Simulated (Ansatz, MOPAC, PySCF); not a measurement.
Scan of Li2O, singlet: symmetric bend, bond length relaxed. Scanned: Li-O-Li angle. Other coordinates (O-Li bond length) were minimised at B3LYP/def2-TZVP.

RKS-M06-2X/6-31G* = restricted M06-2X/6-31G*, spherical d (PySCF 2.14.0); RKS-LDA (SVWN5)/6-31G* = PySCF with restricted LDA (SVWN5)/6-31G*, spherical d; PM6, restricted, heats of formation (MOPAC); CCSD(T)/aug-cc-pVQZ = CCSD(T) on RHF/aug-cc-pVQZ, frozen core in Ansatz (a quantum-chemistry and plane-wave program).

Energies relative to the lowest point of each profile, in kJ/mol:

| a / ° | RKS-M06-2X/6-31G* | RKS-LDA (SVWN5)/6-31G* | PM6 |
|---|---|---|---|
| 180 | 0.0 | 0.0 | 0.0 |
| 167 | 0.5 | 0.6 | 0.5 |
| 157 | 1.7 | 1.8 | 1.9 |
| 147 | 3.8 | 3.9 | 4.5 |
| 137 | 7.2 | 7.2 | 8.6 |
| 127 | 12.9 | 12.2 | 15.0 |
| 117 | 21.5 | 19.6 | 24.4 |
| 107 | 34.7 | 31.2 | 37.4 |
| 97 | 54.8 | 49.5 | 55.1 |
| 87 | 85.2 | 77.2 | 78.5 |
| 80 | 115.1 | 104.2 | 99.2 |

### Question
What does CCSD(T)/aug-cc-pVQZ give at the same points?

### Answer
180: 0.0; 167: 0.6; 157: 1.7; 147: 3.8; 137: 7.1; 127: 12.0; 117: 19.5; 107: 31.0; 97: 48.7; 87: 76.0; 80: 103.3 (kJ/mol).
